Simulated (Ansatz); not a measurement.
`N[SiH](O)[Si](N)(F)F` + `[NH2][GeH2][OH]` → `[NH2][GeH2][SiH](N)O` + `N[Si](O)(F)F`  (redistribution)

Gas-phase electronic energies from Ansatz, PBE0-D4/def2-TZVP geometries. CCSD(T)/CBS is the MP2 limit (def2-TZVPP, def2-QZVPP) plus CCSD(T) − MP2 in def2-TZVPP, frozen cores. DFT in def2-TZVPP. For Ge outer-core shells are correlated without core-valence functions, which leaves a few kJ/mol of doubt a bond. Scalar relativity is left out up to krypton. Each species was taken in one conformer, which may not be the lowest.

(1) Is it downhill or uphill in electronic energy at CCSD(T)/CBS, and by how much? (Estimate.)

(2) What do these levels give: r2SCAN-D4, ωB97M-V, PBE, PBE0, HF/def2-QZVPP, MP2/def2-QZVPP? (An estimate is asked.)

Largest T1 diagnostic among the species: 0.012.

## Answers

(1) The calculation gave: Downhill: ΔE = -1.14 eV.

(2) The calculation gave: r2SCAN-D4 -1.12, ωB97M-V -1.14, PBE -1.00, PBE0 -1.09, HF/def2-QZVPP -1.18, MP2/def2-QZVPP -1.16 eV.

From PBE to PBE0 (25 % exact exchange), in def2-TZVPP and without D4, ΔE moves by −0.09 eV.
